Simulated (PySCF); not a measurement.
**Calculated properties of `FC1=[C](F)[GeH2][CH]=C1`**

Compound: C₄H₄F₂Ge.
Atom-mapped SMILES: `[F:1][C:2]1=[C:3]([F:4])[GeH2:5][CH:6]=[CH:7]1` (hydrogens: H8, H9 on Ge5; H10 on C6; H11 on C7)

Some functional groups and rings: C=C double bond and C–F bond.

**PBE0-D3(BJ)/def2-SVP geometry optimisation, gas phase (PySCF)**

```
Point group                  : Cs
Rotational constants A, B, C : 2.947, 1.522, 1.016 GHz
```

**B3LYP/def2-SVPD ground state and vertical TDDFT (core frozen in the response) (PySCF)**

```
Dipole moment                                                     : 2.56 D
HOMO energy                                                       : -6.60 eV
LUMO energy                                                       : -1.84 eV
HOMO–LUMO gap                                                     : 4.76 eV
Lowest singlet excitation                                         : 4.23 eV (293 nm, f = 0.055)
Strongest line among the 6 lowest singlet transitions             : S1 at 4.23 eV (293 nm, f = 0.055)
Static isotropic polarisability                                   : 74.9 au
Electronic spatial extent ⟨r²⟩ about the centre of nuclear charge : 1009 bohr²
```

Monoisotopic mass from the formula: 163.9493 u.

No computed singlet falls in the visible range (750 to 380 nm, 1.65 to 3.26 eV); S1 lies 0.97 eV above its blue end. With B = h/(8π²I), that is 505.379 GHz u Å² over I, the principal moments of inertia are 171.5, 332.1 and 497.2 u Å² (most abundant isotopes). The polarisability is 11.11 Å³ as a volume (1 au = 0.148185 Å³), or 0.96 au for each of the 78 electrons. S1 lies 0.53 eV below the HOMO–LUMO gap; its leading configuration is HOMO→LUMO, weight 0.97. The 6 singlets span 4.23 to 6.35 eV, and their oscillator strengths add up to 0.12. The largest Löwdin shares of the LUMO are 0.23 on C6, 0.22 on C7, 0.15 on C3 and 0.12 on C2. The largest Löwdin shares of the HOMO are 0.25 on C3, 0.21 on C6, 0.19 on C2 and 0.12 on C7.

 Relativistic effects, spin–orbit coupling among them, are left out although an element past zinc is present.
